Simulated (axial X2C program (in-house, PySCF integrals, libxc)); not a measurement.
# Curves of IYI from open-shell CI on d0 s1 p(π)0

Calculated with an axial X2C code built on PySCF integrals: two-component X2C with atomic mean-field Coulomb and Gaunt terms, basis I dyall-v3z, Y dyall-v3z (cores contracted in-house). Orbitals come from Hartree–Fock averaged over the configuration Y d0 s1 p(π)0; CI then distributes these electrons over the d, s, p(π) shells of Y.

Scan along the symmetric stretch (R is each bond); masses I 126.904 u, Y 88.906 u, I 126.904 u. Energies in cm⁻¹ from the lowest point; levels are followed by energy order within each Ω. Lowest level at 2.882 Å: 100% s1.

```tsv
R (Å)	(1)Ω=1/2	(1)Ω=3/2	(1)Ω=5/2	(2)Ω=1/2	(2)Ω=3/2
2.680	3391	9635	9833	17598	18422
2.781	745	6054	6277	13519	14287
2.882	0	4458	4706	11499	12206
2.997	798	4391	4664	11014	11651
3.113	2824	5656	5952	11906	12476
3.242	6015	8119	8438	13995	14498
3.401	10744	12104	12446	17558	17991
```

Task: Fit the curves (1)Ω=1/2, (1)Ω=3/2, (1)Ω=5/2, (2)Ω=1/2, (2)Ω=3/2 near their minima.

Result: From the open-shell CI curves, Te from the lowest:

```json
{"level": "(1)Ω=1/2", "Te (cm⁻¹)": "0", "Re (Å)": "2.881", "ωe (cm⁻¹)": "133.3"}
{"level": "(1)Ω=3/2", "Te (cm⁻¹)": "4228", "Re (Å)": "2.943", "ωe (cm⁻¹)": "124.8"}
{"level": "(1)Ω=5/2", "Te (cm⁻¹)": "4489", "Re (Å)": "2.941", "ωe (cm⁻¹)": "125.1"}
{"level": "(2)Ω=1/2", "Te (cm⁻¹)": "10985", "Re (Å)": "2.974", "ωe (cm⁻¹)": "120.9"}
{"level": "(2)Ω=3/2", "Te (cm⁻¹)": "11635", "Re (Å)": "2.979", "ωe (cm⁻¹)": "120.0"}
```

Without dynamic correlation distances can be off by several hundredths of an Å (long for ionic bonds, short for multiple bonds) and the wavenumbers are rough.

Dynamic correlation is missing, so gaps between terms are too wide and other configurations may lie lower; the lowest level listed is that of this model, not necessarily the ground state. For d shells the ligand-field splittings (σ, π, δ) and their order can be off by a thousand cm⁻¹ or more. At most 6 roots were kept for each Ω > 0 (twice that for Ω = 0) within 3.2 eV of the lowest, so higher up levels can be missing between those listed; levels with Ω > 0 are doubly degenerate and listed once, Ω = 0 levels singly. Some active spinors are only partly of the character that their shell is named for, so the shell names and counts are nominal. States that fill the shells left empty in the average are placed too high. The molecule was held linear; bending was not examined.
